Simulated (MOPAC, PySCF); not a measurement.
C2H6Si, SMILES `C1C[SiH2]1`, neutral singlet in the gas phase. 

Cartesian coordinates (Å):
```xyz
9

C     -0.6188    -0.7366     0.0867
C     -0.5267     0.7913    -0.1717
Si     1.1018    -0.0526     0.0817
H     -1.0697    -1.0362     1.0257
H     -0.9528    -1.3430    -0.7471
H     -0.9208     1.4325     0.6082
H     -0.8040     1.1257    -1.1646
H      1.9758    -0.3014    -1.0776
H      1.8152     0.1203     1.3587
```
Charge 0, spin multiplicity 1.

All levels are single points at this geometry (B3LYP-D3(BJ)/def2-TZVP); Pople sets use spherical d functions. Orbital energies aren't observables, and empty levels follow the basis.

```csv
level,HOMO (eV),LUMO (eV),gap (eV),dipole (D),"vertical IE, Delta-SCF (eV)"
B3LYP-D3(BJ)/def2-TZVP in PySCF,-6.73,0.07,6.80,0.05,–
PBE-D3(BJ)/def2-TZVP in PySCF,-5.82,-0.51,5.32,0.21,–
B3LYP/3-21G in PySCF,-6.71,0.90,7.61,0.20,–
B3LYP/6-311+G** in PySCF,-6.75,-0.19,6.56,0.01,–
B3LYP/6-31G* in PySCF,-6.53,0.60,7.13,0.27,9.05
B3LYP/LANL2DZ in PySCF,-6.84,0.62,7.46,0.12,–
BP86/6-31G* in PySCF,-5.71,-0.08,5.63,0.43,–
PBE/6-31G* in PySCF,-5.62,-0.02,5.59,0.44,8.97
SVWN5/6-31G* in PySCF,-5.70,-0.15,5.55,0.47,9.13
HF/3-21G in PySCF,-9.52,4.23,13.75,0.12,–
HF/6-31G* in PySCF,-9.40,3.86,13.26,0.10,8.25
AM1 in MOPAC,-9.91,0.71,10.62,0.23,–
PM3 in MOPAC,-9.24,0.33,9.57,0.08,–
```
